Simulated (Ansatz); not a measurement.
System: CH$_{2}$N, charge -1, multiplicity 1. 
Geometry from a B3LYP-D3(BJ)/def2-TZVP (Ansatz, a first-principles code) optimisation:
```xyz
4

C     -0.4716     0.0990     0.0495
N      0.7299    -0.1532    -0.0767
H     -1.3284    -0.6706     0.1410
H     -0.9510     1.1489     0.0984
```
Charge -1, spin multiplicity 1.

Basis-set convergence of Hartree-Fock and CCSD(T) correlation energies (hartree) with Ansatz. Valence correlation only, unless marked. No spin-orbit coupling. Non-relativistic.

```tsv
basis	functions	E(HF)	E(corr, CCSD(T))
def2-SVPD	56	-93.31491	-0.35663
def2-TZVPPD	108	-93.42359	-0.41396
def2-QZVPPD	192	-93.42843	-0.43507
```

Extrapolating the two largest sets (X = 3 and 4) as X^-3: E(corr) = (64·(-0.43507) - 27·(-0.41396))/37 = -0.4505 Eh, an estimate of the basis-set limit. The largest set recovers 96.6 % of it, the smallest 79.2 %.
